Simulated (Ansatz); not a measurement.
`[SeH]C1CC=N1` + H₂ → `C1=NCC1` + H₂Se at 500 K and 1 bar (hydrogenolysis of a C–Se bond).

Program: Ansatz. Geometries: PBE0-D4/def2-TZVP. ΔE: electronic, gas phase. CCSD(T)/CBS is the MP2 limit (def2-TZVPP, def2-QZVPP) plus CCSD(T) − MP2 in def2-TZVPP, frozen cores. This one scheme is used for every species. For Se outer-core shells are correlated without core-valence functions, which leaves a few kJ/mol of doubt a bond. Scalar relativity is left out up to krypton. Each species was taken in one conformer, which may not be the lowest.

```tsv
species	CCSD(T)/CBS energy (Eh)	H − E (kJ/mol)	S (J/(mol·K))
`[SeH]C1CC=N1`	-2572.50448	230.9	374.7
H₂	-1.17544	41.0	145.5
`C1=NCC1`	-171.80304	225.8	305.2
H₂Se	-2401.89790	53.1	237.8
```

H − E and S are ideal-gas, rigid-rotor, harmonic terms from PBE0-D4/def2-TZVP, for one conformer and one mirror image of each species. The MP2-based limit puts H₂ 0.8 mEh under its directly extrapolated value; such offsets cancel only in part. 1 Eh = 2625.50 kJ/mol, R = 8.31446 J/(mol·K).

By hand: ΔE, ΔH, ΔS and ΔG.

ΔE = (-171.80304) + (-2401.89790) − (-2572.50448) − (-1.17544) = -0.02102 Eh = -55.2 kJ/mol. Δ(H − E) = 225.8 + 53.1 − 230.9 − 41.0 = 7.0, so ΔH = -48.2 kJ/mol. ΔS = 305.2 + 237.8 − 374.7 − 145.5 = 22.8 J/(mol·K). ΔG = -48.2 − 500 × (22.8)/1000 = -59.6 kJ/mol.

By hand: the equilibrium constant, and the temperature at which ΔG would vanish if ΔH and ΔS stayed fixed.

log₁₀ K = −ΔG/(RT ln 10) = 6.2. ΔH and −TΔS have one sign here, so there is no such temperature.

ΔH outweighs TΔS. A doubt of 5 kJ/mol in ΔE shifts log₁₀ K by 0.5 here. Other conformers and mirror images would add mixing entropy, several J/(mol·K) or more a flexible species. These are equilibria of isolated gas molecules and say nothing of rates. Largest T1 diagnostic: 0.011 (customary marks: 0.02 for closed shells, 0.045 for open ones).
